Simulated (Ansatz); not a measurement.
Basis-set extrapolation for `[CH3][Al]([CH3])[C]#N` (PBE0-D4/def2-TZVP geometry, frozen core, Ansatz). Multiplicity 1, RHF reference.

```csv
,def2-TZVPP,def2-QZVPP
HF,-413.568228,-413.582726
MP2 correlation,-0.764273,-0.814355
CCSD(T) correlation,-0.835424,not run
```

Energies in hartree. Use E(X) = E(∞) + A·exp(−7.88·√X) for Hartree–Fock and E(X) = E(∞) + B·X^(−2.97) for correlation, with X = 3 and 4, and add CCSD(T) minus MP2 of the smaller set to the MP2 limit.

**Question.** What is the CCSD(T) energy at the basis-set limit?

**Answer.** HF limit: -413.582726 + (-0.014498) × 0.13774 = -413.58472. MP2 limit: -0.814355 + (-0.050082) × 0.74074 = -0.85145. Higher-order term: -0.835424 − (-0.764273) = -0.07115. Total: -414.50732 hartree, 65.1 kcal/mol below CCSD(T)/def2-TZVPP.
